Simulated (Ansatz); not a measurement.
Reactions of C₃H₆ClF, SMILES `FCCCCl`.

Computed with Ansatz on PBE0-D4/def2-TZVP structures; ΔE is electronic, products minus reactants. CBS: MP2 limit from def2 TZ/QZ plus the TZ coupled-cluster correction, frozen cores. This one scheme is used for every species, atoms too. DFT in def2-TZVPP. No spin–orbit coupling; open shells (•) take unrestricted orbitals. Spin–orbit coupling would lower the free atoms: a little for Cl. One conformer a species, not always the lowest.

```csv
reaction,CCSD(T)/CBS(def2) (kJ/mol)
`FCCCCl` + `O[SiH3]` → `[SiH3]OCCCl` + `CF`,62
`FCCCCl` + H₂O → `OCCCCl` + H–F,?
`FCCCCl` → `[CH2]CCF`• + Cl•,?
`FCCCCl` + HCl → `ClCCCCl` + H–F,-23
`FCCCCl` + H₂O → `OCCCF` + HCl,33
`FCCCCl` + H–F → `FCCF` + `CCl`,63
```

Question: Fill in the missing values. (An estimate is asked.)

Answer: Ansatz gave: `FCCCCl` + H₂O → `OCCCCl` + H–F: +7.7 kJ/mol; `FCCCCl` → `[CH2]CCF`• + Cl•: +374.2 kJ/mol.

Largest T1 diagnostic: 0.011, for `[CH2]CCF`•.
